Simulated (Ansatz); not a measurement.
Compare A (`CC(C)(C)C(C#N)C#N`) with its isomer B (`CN(N)c1ccccc1`).

Calculated with Ansatz (gas phase, PBE0-D4/def2-TZVP geometries, no zero-point term in ΔE). CCSD(T)/CBS adds triple-zeta CCSD(T) − MP2 to the extrapolated MP2 energy (def2 sets, frozen cores). DFT in def2-TZVPP. B3LYP here is the variant with VWN-RPA as its local correlation; programs differ in this. One conformer a species, not always the lowest.

Task: Which isomer does CCSD(T)/CBS put lower? Give the gap. (Estimate.)

Result: The calculation gave: A, by 14.7 kcal/mol.

Task: Give E(B) − E(A) in kcal/mol with B3LYP, B3LYP-D4, B2PLYP, BLYP-D4, PBE0-D4, PBE-D4, LDA (SPW92). (Best estimate.)

Result: Computed: B3LYP 4.1, B3LYP-D4 3.6, B2PLYP 11.3, BLYP-D4 4.8, PBE0-D4 -2.3, PBE-D4 -2.3, LDA (SPW92) -18.5. The order is the other way round with PBE0-D4, PBE-D4, LDA (SPW92).

Largest T1 diagnostic: 0.012.

From r2SCAN to r2SCAN0 (25 % exact exchange), in def2-TZVPP and without D4, E(B) − E(A) moves by −1.0 kcal/mol. At CCSD(T), def2-SVP lies +5.9 kcal/mol from the extrapolated value and def2-TZVPP +4.1 kcal/mol.
